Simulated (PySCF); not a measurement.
C₂H₅ClFNSi, SMILES N[Si@H](Cl)/C=C/F.

Geometry: ωB97X-D3(BJ)/def2-SVP. The structure was generated by enumeration; whether it is a known compound was not checked. Other conformers were not sampled.

Two levels are set side by side: PBE/def2-TZVP (PySCF) and HF/def2-TZVP (PySCF). Same geometry, gas phase. Differences are taken from unrounded values.

```csv
quantity,HF,PBE,PBE minus HF
orbital gap (eV),13.59,4.96,-8.63
highest occupied level (eV),-10.66,-6.52,4.14
lowest empty level (eV),2.93,-1.56,-4.49
dipole moment (D),1.95,1.90,-0.05
mean polarisability (bohr³),62.8,69.9,7.1
```

Without exact exchange PBE keeps part of each electron's self-repulsion, which lifts occupied levels and narrows the gap. PBE's more diffuse valence density responds more strongly to a field. Differences between two approximate levels are no errors against the true value.

Rough cost on one machine, each run with all the roots and properties that it gave: HF against PBE about 1/3.
